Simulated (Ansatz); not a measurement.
Consider the ligand exchange at a Ga–F bond: `[F][Ga]([Cl])[O][SiH3]` + `BO` → `B[O][Ga]([Cl])[O][SiH3]` + H–F.

Computed with Ansatz on PBE0-D4/def2-TZVP structures; ΔE is electronic, products minus reactants. CBS: MP2 limit from def2 TZ/QZ plus the TZ coupled-cluster correction, frozen cores. This one scheme is used for every species. For Ga outer-core shells are correlated without core-valence functions, which leaves a few kJ/mol of doubt a bond. Scalar relativity is left out up to krypton. One conformer a species, not always the lowest.

```csv
level,ΔE (kcal/mol)
CCSD(T)/def2-SVP,10.2
HF/def2-QZVPP,9.9
```

(1) What does CCSD(T)/CBS give? (Estimate.)

Largest T1 diagnostic among the species: 0.014.

## Answers

(1) Computed: +5.8 kcal/mol. The listed levels differ from it by 4.4, 4.1 kcal/mol.

Leaving LDA and LC-ωPBE aside and taking each functional with its dispersion term where it has one, the values, not all of them listed here, spread over 1.8 kcal/mol, from BHLYP-D4 to B97M-V. LDA lies −2.5 kcal/mol from PBE without D4. From BLYP to BHLYP (50 % exact exchange), in def2-TZVPP and without D4, ΔE moves by −1.9 kcal/mol. The D4 term adds −2.5 kcal/mol with B3LYP and −1.5 kcal/mol with PBE0; it sums over pairs of atoms, weighted by their polarisabilities, and B3LYP, whose exchange is more repulsive, gets the larger term.

B3LYP here is the variant with VWN-RPA as its local correlation; programs differ in this.

CCSD(T)/CBS has its own doubt, a few kJ/mol and more with outer-core shells, so smaller differences from it don't rank the levels.
